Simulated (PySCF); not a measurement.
Q: Write Cartesian coordinates for `ClB(Cl)[SiH2][SiH2][GeH3]` as optimised with PBE0-D3(BJ)/def2-SVP.

A: 
```xyz
13
BCl2GeH7Si2 angstrom
Cl    -0.4155    2.7098    0.7320
B     -1.5047    1.7542   -0.2547
Cl    -2.2759    2.5211   -1.6218
Si    -1.7307   -0.2050    0.1522
Si     0.2501   -1.2442   -0.5724
Ge     2.1489   -0.2992    0.5197
H     -2.9184   -0.7953   -0.5375
H     -1.8453   -0.4128    1.6297
H      0.1826   -2.7124   -0.2888
H      0.3906   -1.0557   -2.0510
H      1.8953   -0.1798    2.0330
H      3.3811   -1.1962    0.2945
H      2.4482    1.0997   -0.0449
```

Orientation and origin are arbitrary. Atoms count from 1 in this order. Ge6 (germanium bonded to Si and 3 H) is tetrahedral (angles from 108.7° to 110.5°). Si5 (SiH2 silicon) is tetrahedral (angles from 108.3° to 110.8°). Si4 (SiH2 silicon) is distorted tetrahedral (angles from 105.9° to 112.3°). B2 (three-coordinate boron) is planar (angles 122.4°, 119.1° and 118.4°, sum 359.9°, 0.04 Å off the plane of its three neighbours).

Bonds between heavy atoms (Å): Cl1–B2 1.753, B2–Cl3 1.747, B2–Si4 2.014, Si4–Si5 2.351, Si5–Ge6 2.386.

Computed with PBE0-D3(BJ)/def2-SVP geometry optimisation, gas phase (PySCF 2.14.0).

Point group: C1 (no symmetry element, even within 0.4 Å). Not checked by PBE0-D3(BJ)/def2-SVP frequencies. The numbers are those of one conformer (Cl1–B2–Si4–Si5 -73°, B2–Si4–Si5–Ge6 58°).
